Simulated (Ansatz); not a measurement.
The first iterations of a band of a periodic cell of 17 atoms, Li (host Li, host structure bcc, interstitial Li).

All numbers below come from Ansatz 0.2.0, DFT PBE, scalar-relativistic, plane waves, PAW. Settings: cutoff 420 eV, k mesh 3x3x3, fermi-dirac smearing 0.05 eV, no spin polarisation.

```yaml
movable_images: 3
climbing_image: yes
spring: 5.0 eV/Å²
optimiser: quadratic models (default)
start_path: default
force_threshold: 0.05 eV/Å
iteration_limit: 10
end_points: relaxed
```

Initial state:

```xyz
17
Lattice="6.9800 0.0000 0.0000 0.0000 6.9800 0.0000 0.0000 0.0000 6.9800" Properties=species:S:1:pos:R:3
Li -0.099 -0.003 -0.108
Li 3.579 -0.161 -0.075
Li -0.169 3.235 0.047
Li 0.738 -0.284 3.906
Li 1.741 1.660 1.637
Li 3.663 3.834 -0.360
Li 3.493 -0.148 3.471
Li 4.438 2.194 1.373
Li 0.062 3.323 3.451
Li 1.695 5.140 1.608
Li 1.916 1.787 5.402
Li 3.358 3.591 3.538
Li 5.353 5.102 1.771
Li 5.205 1.698 5.106
Li 1.572 4.915 5.512
Li 5.444 5.258 4.981
Li 6.048 0.750 2.462
```

Final state:

```xyz
17
Lattice="6.9800 0.0000 0.0000 0.0000 6.9800 0.0000 0.0000 0.0000 6.9800" Properties=species:S:1:pos:R:3
Li 0.111 0.007 0.107
Li 3.064 -0.346 -0.767
Li -0.041 3.243 0.189
Li 0.099 -0.149 3.434
Li 1.883 1.701 1.784
Li 3.542 3.356 -0.039
Li 3.540 -0.123 3.487
Li 5.576 2.160 2.505
Li 0.337 3.790 3.326
Li 1.993 5.271 1.559
Li 1.624 1.789 5.098
Li 3.450 3.614 3.633
Li 5.231 5.127 1.646
Li 5.363 1.694 5.237
Li 1.439 4.890 5.401
Li 5.385 5.147 5.294
Li 4.490 0.737 0.867
```

| iteration | highest image above the first end (eV) | largest band force component (eV/Å) |
| --- | --- | --- |
| 1 | 1.639 | 3.513 |
| 2 | 1.150 | 2.765 |
| 3 | 0.686 | 1.714 |

**Question.** Does the band converge within its limit, and where does its top end?

**Answer.** The run converged. It ended after 9 iterations with the highest image 0.005 eV above the first end. The top lies less than 8 meV above the higher end, about what the thresholds resolve: the motion is nearly free. The order of the point at the top wasn't checked. Limits of this set-up: coarse k mesh, a small cell, in which the defect meets its images, a typed lattice constant that wasn't relaxed here.

Run time: 3 min on 2 threads of Intel(R) Xeon(R) 6975P-C (Granite Rapids) (shared host), peak memory 0.96 GiB.
